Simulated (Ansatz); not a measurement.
`CCBCF` → `CBCF` + `[CH2]` (triplet)  (formal loss of a carbene)

Calculated with Ansatz (gas phase, PBE0-D4/def2-TZVP geometries, no zero-point term in ΔE). CBS: MP2 limit from def2 TZ/QZ plus the TZ coupled-cluster correction, frozen cores. This one scheme is used for every species. Functionals use def2-TZVPP. Triplets are unrestricted, without spin–orbit coupling. Each species was taken in one conformer, which may not be the lowest.

CCSD(T)/CBS gives +102.7 kcal/mol.

**Question.** Another level gave +103.2 kcal/mol. Which?
A. ωB97M-V/def2-TZVPP
B. ωB97X-V/def2-TZVPP
C. revPBE-D4/def2-TZVPP
D. RPA@PBE/def2-TZVPP

**Answer.** A. ωB97M-V 103.2, RPA@PBE/def2-TZVPP 98.7, revPBE-D4 100.9, ωB97X-V 105.3 kcal/mol.

Largest T1 diagnostic among the species: 0.011.

In def2-TZVPP, CCSD(T) changes the Hartree–Fock value by +32.6 kcal/mol (the triples alone add +2.6 kcal/mol) and MP2 by +35.5 kcal/mol. At CCSD(T), def2-SVP lies −3.5 kcal/mol from the extrapolated value and def2-TZVPP −2.7 kcal/mol. From BLYP to BHLYP (50 % exact exchange), in def2-TZVPP and without D4, ΔE moves by −1.1 kcal/mol.

CCSD(T)/CBS has its own doubt, a few kJ/mol and more with outer-core shells, so smaller differences from it don't rank the levels.
